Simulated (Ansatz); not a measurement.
Program: Ansatz. Geometries: PBE0-D4/def2-TZVP. ΔE: electronic, gas phase. CBS: MP2 limit from def2 TZ/QZ plus the TZ coupled-cluster correction, frozen cores. Functionals use def2-TZVPP. B3LYP here is the variant with VWN-RPA as its local correlation; programs differ in this. Each species was taken in one conformer, which may not be the lowest.

`FC(S)NP` + `B[SiH2]OC` → `CO[SiH2]P` + `BNC(F)S`  (redistribution)

```
             level  ΔE (kJ/mol)  difference from CCSD(T)/CBS
           PBE0-D4       -202.9                         -2.6
          B3LYP-D4       -198.4                          1.9
           ωB97X-V       -192.9                          7.4
           ωB97M-V       -199.5                          0.8
            r2SCAN       -205.1                         -4.8
             B3LYP       -195.2                          5.1
     HF/def2-TZVPP       -177.6                         22.7
    MP2/def2-TZVPP       -205.1                         -4.8
CCSD(T)/def2-TZVPP       -200.0                          0.3
     HF/def2-QZVPP       -177.1                         23.2
       CCSD(T)/CBS       -200.3                            0
```

Largest T1 diagnostic among the species: 0.013.

In def2-TZVPP, CCSD(T) changes the Hartree–Fock value by −22.4 kJ/mol (the triples alone add −4.4 kJ/mol) and MP2 by −27.5 kJ/mol. The D4 term adds −3.1 kJ/mol with B3LYP and −1.6 kJ/mol with PBE0; it sums over pairs of atoms, weighted by their polarisabilities, and B3LYP, whose exchange is more repulsive, gets the larger term.

CCSD(T)/CBS has its own doubt, a few kJ/mol and more with outer-core shells, so smaller differences from it don't rank the levels.
